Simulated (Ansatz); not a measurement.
Ansatz (an electronic-structure program) input file for As2BH5, SMILES [AsH2]B[AsH2], B3LYP-D3(BJ)/def2-SVP. 

Ansatz 0.2 input:
```yaml
crystal:
  periodic: [false, false, false]
  atoms:
    - {symbol: B, position_ang: [0.00000001, 0.00000000, 0.87877342]}
    - {symbol: As, position_ang: [1.73976661, 0.06413098, -0.07969026]}
    - {symbol: H, position_ang: [2.34790634, -1.11492479, 0.63362773]}
    - {symbol: H, position_ang: [1.31045193, -0.81206163, -1.22910109]}
    - {symbol: As, position_ang: [-1.73976661, -0.06413098, -0.07969026]}
    - {symbol: H, position_ang: [-2.34790634, 1.11492479, 0.63362773]}
    - {symbol: H, position_ang: [-1.31045192, 0.81206164, -1.22910110]}
    - {symbol: H, position_ang: [-0.00000000, 0.00000000, 2.05663649]}
basis:
  gaussian:
    orbitals: def2-SVP
hamiltonian:
  xc: b3lyp
  dispersion: d3bj
relax: {f_tol: 0.002, max_steps: 200}
```

It prints:

```
Functional definition: B3LYP
integrals: 0.05 GiB planned
1107 factors; integrals over basis functions are off by at most 4.6e-4 eV
mean field: 0.53 GiB planned
mean field evaluation 1: about -122425.1285 eV, gradient 2.3e1 eV
mean field evaluation 2: about -122424.4008 eV, gradient 2.6e1 eV
mean field evaluation 4: about -122426.6160 eV, gradient 5.6e-1 eV
mean field evaluation 8: about -122426.6236 eV, gradient 4.1e-2 eV
mean field evaluation 16: about -122426.6236 eV, gradient 4.8e-5 eV
mean field -122426.62360288 eV, -4499.0954336598 hartree, gradient 4.8e-5 eV, S^2 0.000000; 0 other end points of the search recorded, 0 dependent functions left out
the calculation of the forces begins
reference -122426.62382990 eV, -4499.0954420028 hartree; 38, 38 occupied and 65, 65 virtual orbitals, 1107 factors
relax step   1: F+E_penalty+E_count = -122426.97743212 eV  Δ(F+E_penalty+E_count) = +0.000e0 eV  max|allowed force component| = 6.700e-1 eV/Å  Δτ_max = 0.0000 Å  (27 SCF iters, accepted)
these checks for a lower state are left out or cut short: starts, cluster_reference, orbital_swaps, neighbouring_geometries, increment
integrals: 0.05 GiB planned
1107 factors; integrals over basis functions are off by at most 5.1e-4 eV
mean field: 0.53 GiB planned
mean field -122426.69377961 eV, -4499.0980126071 hartree, gradient 1.4e-5 eV, S^2 0.000000; 0 other end points of the search recorded, 0 dependent functions left out
the calculation of the forces begins
reference -122426.69401050 eV, -4499.0980210922 hartree; 38, 38 occupied and 65, 65 virtual orbitals, 1107 factors
relax step   2: F+E_penalty+E_count = -122427.04039097 eV  Δ(F+E_penalty+E_count) = -6.296e-2 eV  max|allowed force component| = 2.503e-1 eV/Å  Δτ_max = 0.1194 Å  (30 SCF iters, accepted)
these checks for a lower state are left out or cut short: starts, cluster_reference, orbital_swaps, neighbouring_geometries, increment
integrals: 0.05 GiB planned
1107 factors; integrals over basis functions are off by at most 5.2e-4 eV
mean field: 0.53 GiB planned
mean field -122426.70926295 eV, -4499.0985816093 hartree, gradient 6.9e-5 eV, S^2 0.000000; 0 other end points of the search recorded, 0 dependent functions left out
the calculation of the forces begins
reference -122426.70949364 eV, -4499.0985900872 hartree; 38, 38 occupied and 65, 65 virtual orbitals, 1107 factors
relax step   3: F+E_penalty+E_count = -122427.05567249 eV  Δ(F+E_penalty+E_count) = -1.528e-2 eV  max|allowed force component| = 5.613e-2 eV/Å  Δτ_max = 0.0359 Å  (27 SCF iters, accepted)
these checks for a lower state are left out or cut short: starts, cluster_reference, orbital_swaps, neighbouring_geometries, increment
integrals: 0.05 GiB planned
1107 factors; integrals over basis functions are off by at most 5.3e-4 eV
mean field: 0.53 GiB planned
mean field evaluation 32: about -122426.7030 eV, gradient 2.2e-1 eV
mean field -122426.70981553 eV, -4499.0986019162 hartree, gradient 2.6e-5 eV, S^2 0.000000; 0 other end points of the search recorded, 0 dependent functions left out
the calculation of the forces begins
reference -122426.71004628 eV, -4499.0986103964 hartree; 38, 38 occupied and 65, 65 virtual orbitals, 1107 factors
relax step   4: F+E_penalty+E_count = -122427.05596244 eV  Δ(F+E_penalty+E_count) = -2.900e-4 eV  max|allowed force component| = 2.305e-2 eV/Å  Δτ_max = 0.0069 Å  (24 SCF iters, accepted)
these checks for a lower state are left out or cut short: starts, cluster_reference, orbital_swaps, neighbouring_geometries, increment
integrals: 0.05 GiB planned
1107 factors; integrals over basis functions are off by at most 5.3e-4 eV
mean field: 0.53 GiB planned
mean field -122426.71062389 eV, -4499.0986316230 hartree, gradient 6.9e-5 eV, S^2 0.000000; 0 other end points of the search recorded, 0 dependent functions left out
the calculation of the forces begins
reference -122426.71085493 eV, -4499.0986401135 hartree; 38, 38 occupied and 65, 65 virtual orbitals, 1107 factors
relax step   5: F+E_penalty+E_count = -122427.05608767 eV  Δ(F+E_penalty+E_count) = -1.252e-4 eV  max|allowed force component| = 3.352e-2 eV/Å  Δτ_max = 0.0146 Å  (27 SCF iters, accepted)
these checks for a lower state are left out or cut short: starts, cluster_reference, orbital_swaps, neighbouring_geometries, increment
integrals: 0.05 GiB planned
1107 factors; integrals over basis functions are off by at most 5.3e-4 eV
mean field: 0.53 GiB planned
mean field -122426.71065846 eV, -4499.0986328936 hartree, gradient 6.9e-5 eV, S^2 0.000000; 0 other end points of the search recorded, 0 dependent functions left out
the calculation of the forces begins
reference -122426.71088947 eV, -4499.0986413828 hartree; 38, 38 occupied and 65, 65 virtual orbitals, 1107 factors
relax step   6: F+E_penalty+E_count = -122427.05631820 eV  Δ(F+E_penalty+E_count) = -2.305e-4 eV  max|allowed force component| = 9.374e-3 eV/Å  Δτ_max = 0.0152 Å  (26 SCF iters, accepted)
these checks for a lower state are left out or cut short: starts, cluster_reference, orbital_swaps, neighbouring_geometries, increment
integrals: 0.05 GiB planned
1107 factors; integrals over basis functions are off by at most 5.3e-4 eV
mean field: 0.53 GiB planned
mean field -122426.71072671 eV, -4499.0986354017 hartree, gradient 3.8e-5 eV, S^2 0.000000; 0 other end points of the search recorded, 0 dependent functions left out
the calculation of the forces begins
reference -122426.71095772 eV, -4499.0986438911 hartree; 38, 38 occupied and 65, 65 virtual orbitals, 1107 factors
relax step   7: F+E_penalty+E_count = -122427.05632200 eV  Δ(F+E_penalty+E_count) = -3.808e-6 eV  max|allowed force component| = 1.109e-2 eV/Å  Δτ_max = 0.0029 Å  (20 SCF iters, accepted)
these checks for a lower state are left out or cut short: starts, cluster_reference, orbital_swaps, neighbouring_geometries, increment
integrals: 0.05 GiB planned
1107 factors; integrals over basis functions are off by at most 5.3e-4 eV
mean field: 0.53 GiB planned
mean field -122426.71071503 eV, -4499.0986349723 hartree, gradient 1.9e-5 eV, S^2 0.000000; 0 other end points of the search recorded, 0 dependent functions left out
the calculation of the forces begins
reference -122426.71094604 eV, -4499.0986434617 hartree; 38, 38 occupied and 65, 65 virtual orbitals, 1107 factors
relax step   8: F+E_penalty+E_count = -122427.05632844 eV  Δ(F+E_penalty+E_count) = -6.438e-6 eV  max|allowed force component| = 1.400e-3 eV/Å  Δτ_max = 0.0011 Å  (20 SCF iters, accepted)
integrals: 0.05 GiB planned
1107 factors; integrals over basis functions are off by at most 5.3e-4 eV
mean field: 0.53 GiB planned
mean field evaluation 64: about -122426.7032 eV, gradient 5.7e-1 eV
mean field -122426.71071503 eV, -4499.0986349723 hartree, gradient 1.9e-5 eV, S^2 0.000000; 1 other end points of the search recorded, 0 dependent functions left out
the calculation of the forces begins
reference -122426.71094604 eV, -4499.0986434617 hartree; 38, 38 occupied and 65, 65 virtual orbitals, 1107 factors
Total energy: -122427.05655945 eV, -4499.1113445203 hartree
Atom 0 at     0.000006     0.000039     0.882962 Å, force    -0.000042    -0.000330     0.001400 eV/Å
Atom 1 at     1.770236     0.010842    -0.065709 Å, force    -0.000273    -0.000596    -0.000580 eV/Å
Atom 2 at     2.424479    -1.148357     0.676698 Å, force    -0.000023     0.000222    -0.000226 eV/Å
Atom 3 at     1.379644    -0.787300    -1.303594 Å, force     0.000416     0.000238     0.000277 eV/Å
Atom 4 at    -1.770232    -0.010837    -0.065701 Å, force     0.000418     0.000735    -0.000529 eV/Å
Atom 5 at    -2.424504     1.148359     0.676685 Å, force    -0.000007    -0.000216    -0.000248 eV/Å
Atom 6 at    -1.379645     0.787287    -1.303598 Å, force    -0.000479    -0.000198     0.000253 eV/Å
Atom 7 at     0.000016    -0.000034     2.087340 Å, force    -0.000009     0.000146    -0.000346 eV/Å
Dipole moment:    -0.000014     0.000003     0.005694 e Å
```

Self-consistency was reached.

Cost: roughly 50 core-seconds.
